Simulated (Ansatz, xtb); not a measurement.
**Two isomers of C4H3NOS2**

Structure I: `CSC1=NC(=S)C1=O`, a singlet. Structure II: `O=Cc1nscc1S`, a singlet. Both are isolated molecules in the gas phase, relaxed with B3LYP-D3(BJ)/def2-SVP; each stands in its lowest conformer found.

Problem. Which of the two would you expect CCSD(T)/def2-SVP electronic energies to favour?

Solution. Structure II; the calculation gives E(II) − E(I) = −110.8 kJ/mol.

How the difference moves with the method:

```
                level               geometry  E(II) − E(I) (kJ/mol)  departure from the last row (kJ/mol)  job, with rough time for the two
             GFN2-xTB               GFN2-xTB                  −155.1                                 −44.4              optimisation, 0.19 s
            HF/STO-3G               GFN2-xTB                  −110.5                                  +0.2               single point, 0.5 s
   r2SCAN-D4/def2-SVP               GFN2-xTB                  −108.5                                  +2.3               single point, 4.2 s
B3LYP-D3(BJ)/def2-SVP  B3LYP-D3(BJ)/def2-SVP                  −113.1                                  −2.4                optimisation, 32 s
          HF/def2-SVP  B3LYP-D3(BJ)/def2-SVP                  −103.2                                  +7.6           part of the CCSD(T) run
         MP2/def2-SVP  B3LYP-D3(BJ)/def2-SVP                  −123.4                                 −12.6           part of the CCSD(T) run
     CCSD(T)/def2-SVP  B3LYP-D3(BJ)/def2-SVP                  −110.8                                                      single point, 47 s
```

As drawn, II has 1 C∷N, 1 N∷S, 1 C∷S, 2 C∷C, 1 S–H in place of 1 C–S, 1 C=N, 1 C–N, 1 C=S, 1 C–C, 1 C–H (∷ is an aromatic bond). Structure I has a 4-membered ring, II a 5-membered ring (with an aromatic ring).

The levels shown agree on the order. The largest departure from CCSD(T)/def2-SVP is that of GFN2-xTB, 44.4 kJ/mol. A small imaginary or near-zero mode remains, so no thermal terms are given. MP2 in a larger basis moves the difference by −14.4 kJ/mol, a step that isn't added because spin contamination makes open-shell MP2 unreliable in this search.

The correlated steps freeze 16 core orbitals. Codes used: Ansatz 0.2.0, xtb 6.7.1; the last row on 4 threads of Arm Neoverse V1 on a shared host.
